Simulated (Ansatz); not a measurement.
Reaction (cleavage of the Si–Si bond): `B[SiH2][SiH](N)F` + HBr → `B[SiH2]Br` + `N[SiH2]F`

Calculated with Ansatz (gas phase, PBE0-D4/def2-TZVP geometries, no zero-point term in ΔE). CCSD(T)/CBS adds triple-zeta CCSD(T) − MP2 to the extrapolated MP2 energy (def2 sets, frozen cores). DFT in def2-TZVPP. HSE06 is defined as in plane-wave codes. For Br outer-core shells are correlated without core-valence functions, which leaves a few kJ/mol of doubt a bond. Scalar relativity is left out up to krypton. Each species was taken in one conformer, which may not be the lowest.

Is it downhill or uphill in electronic energy at CCSD(T)/CBS, and by how much? (Best estimate.)

Computed: Downhill: ΔE = -22.6 kcal/mol.

What do these levels give: LDA (SPW92), revPBE-D4, BLYP-D4, B97M-V, ωB97X-V, r2SCAN, r2SCANh, HSE06, CAM-B3LYP, CCSD/def2-SVP, MP2/def2-TZVPP, CCSD/def2-TZVPP? (Estimate.)

The calculation gave: LDA (SPW92) -15.8, revPBE-D4 -16.5, BLYP-D4 -18.7, B97M-V -19.2, ωB97X-V -21.9, r2SCAN -20.4, r2SCANh -21.1, HSE06 -20.2, CAM-B3LYP -22.9, CCSD/def2-SVP -21.0, MP2/def2-TZVPP -24.2, CCSD/def2-TZVPP -22.7 kcal/mol.

Largest T1 diagnostic among the species: 0.014.

From r2SCAN to r2SCAN0 (25 % exact exchange), in def2-TZVPP and without D4, ΔE moves by −1.7 kcal/mol. The D4 term adds +1.7 kcal/mol with B3LYP and +1.0 kcal/mol with PBE0; it sums over pairs of atoms, weighted by their polarisabilities, and B3LYP, whose exchange is more repulsive, gets the larger term. At CCSD(T), def2-SVP lies +2.5 kcal/mol from the extrapolated value and def2-TZVPP +1.0 kcal/mol.

B3LYP here is the variant with VWN-RPA as its local correlation; programs differ in this.
